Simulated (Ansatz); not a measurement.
```xyz
3

H     0.0000    0.0000   -1.0500
C     0.0000    0.0000    0.0000
C     0.0000    0.0000    1.5860
```

Basis set: 6-31G (spherical functions). Charge 0, multiplicity 2.

Computed with Ansatz (development build ahead of 0.2.0); each method stands on the lowest determinant of its kind that the runs found.

**Question.** Give the atomization energy at this shape (free ground-state atoms in the same class of orbitals less the molecule, no zero-point energy) of doublet C2H by PBE (unrestricted), PBE0 (unrestricted), UHF.

**Answer.**

```json
{"method": "PBE (unrestricted)", "atomization energy": "942.5 kJ/mol"}
{"method": "PBE0 (unrestricted)", "atomization energy": "862.4 kJ/mol"}
{"method": "UHF", "atomization energy": "527.4 kJ/mol"}
```

Caution: the shape is not the minimum. Caution for UHF: the unrestricted determinant is spin contaminated.

This basis has no polarisation functions and is too small for such energies, which can lie far from measured ones in either direction.
